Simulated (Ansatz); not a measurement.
Cl3HSSi (`S[Si](Cl)(Cl)Cl`). The species carries charge 0 and has multiplicity 1. All single points use the PBE0-D4/def2-TZVP geometry. It is one conformer, not always the lowest.

```xyz
6

S    -1.343   -1.111   -0.199
Si    0.166    0.355   -0.148
Cl   -0.308    1.699   -1.590
Cl    0.265    1.295    1.652
Cl    2.007   -0.422   -0.519
H    -0.788   -1.817    0.804
```

Q: What is the dipole moment at ωB97M-V/def2-TZVPP? (Estimate.)

A: The calculation gave: 1.07 D, with components (-0.19, -0.89, 0.55) D in this frame, pointing from negative to positive charge.

Q: And with PBE, r2SCAN, B3LYP? (An estimate is asked.)

A: Computed: PBE 1.04 D, r2SCAN 1.08 D, B3LYP 1.07 D.

Q: Give the Mulliken charges with ωB97M-V, PBE, B3LYP in def2-TZVPP. (An estimate is asked.)

A: Ansatz gave: 
| atom | ωB97M-V | PBE | B3LYP |
| --- | --- | --- | --- |
| S1 | -0.18 | -0.19 | -0.20 |
| Si2 | 0.51 | 0.55 | 0.65 |
| Cl3 | -0.15 | -0.16 | -0.19 |
| Cl4 | -0.16 | -0.16 | -0.19 |
| Cl5 | -0.16 | -0.16 | -0.19 |
| H6 | 0.13 | 0.13 | 0.12 |

B3LYP here is the variant with VWN-RPA as its local correlation; programs differ in this.
